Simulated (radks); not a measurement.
The numbers below are computed, except where a source is named.
Ionisation ladder of chlorine, from Cl8+ to Cl11+. Each ion is in the ground configuration listed by NIST, and IE = E(next ion) - E(this ion). Level of theory: scalar-relativistic Kohn-Sham, r2SCAN, spin-polarised, spherical densities, finite nucleus; open shells are filled with parallel spins first; meta-GGA in the generalised Kohn-Sham scheme; Fermi nuclear charge, rms radius 3.3654 fm (a radial shooting solver on a logarithmic mesh with Libxc functionals).

species  configuration  E (hartree)  IE, Delta-SCF (eV)  -e(HOMO) (eV)     HOMO  <r> HOMO (bohr)  IE, NIST (eV)       kind  error (eV)
Cl8+      [He] 2s2 2p5   -433.71302              402.22         376.57  2p down            0.388         400.85       exp.        +1.4
Cl9+      [He] 2s2 2p4   -418.93176              453.46         427.97  2p down            0.377          456.7  semi-emp.        -3.2
Cl10+     [He] 2s2 2p3   -402.26725              534.80         505.29    2p up            0.360          530.0  semi-emp.        +4.8
Cl11+     [He] 2s2 2p2   -382.61361              594.57         564.59    2p up            0.351          591.6  semi-emp.        +3.0

Reference values: NIST Atomic Spectra Database (exp. = measured, semi-emp. = semi-empirical, theory = theoretical value adopted there). The ionisation energy per charge of the ion left behind rises most, in proportion, at Cl10+ ([He] 2s2 2p3), from 45.346 to 48.618 eV. Against the entries that are not theoretical the mean signed error is +0.3 % and the largest +0.9 %. Open shells are spherical and high-spin; term and fine-structure splittings are not resolved.
